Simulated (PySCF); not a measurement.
Si(F)(SiH3) (FH₃Si₂), SMILES F[Si][SiH3] (connectivity only; charge and spin as stated), neutral, multiplicity 1. Geometry: B3LYP-D3(BJ)/def2-TZVP.

TDA-CAM-B3LYP/def2-SVPD (PySCF) puts the lowest singlet excitations at 2.10, 4.85, 6.05, 6.30, 6.36, 6.59 eV.

### Question
What are the lowest excitation roots from ADC(2)/aug-cc-pVDZ (PySCF)? (Estimate from the structure and the level; the computed values follow.)

### Answer
2.06, 4.76, 5.69, 6.03, 6.56, 6.60 eV. S1 differs by -0.04 eV (second minus first; roots are paired by order, and the bases may differ).
